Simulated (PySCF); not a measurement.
Species: sum formula TiH₃F, charge 0, multiplicity 1. SMILES: [F][TiH3]
Geometry: optimised at B3LYP-D3(BJ)/def2-TZVP (Ansatz).

Dispersion corrections to the total energy (kcal/mol) from the dftd3 and dftd4 libraries through PySCF: D3(BJ) without and D4 with the three-body term, each with the damping fitted for the functional named.

| functional | D3(BJ) | D4 |
|---|---|---|
| PBE | -1.26 | -1.53 |
| TPSS | -1.62 | -2.06 |
| HF | ___ | -5.52 |
| TPSSh | -1.48 | -1.86 |
| B3LYP | ___ | -2.48 |
| revPBE | -3.13 | -4.61 |
| PW6B95 | ___ | -1.45 |

**Question.** What belongs in the gaps?

**Answer.** 
- HF, D3(BJ): -12.91
- B3LYP, D3(BJ): -2.37
- PW6B95, D3(BJ): -0.71
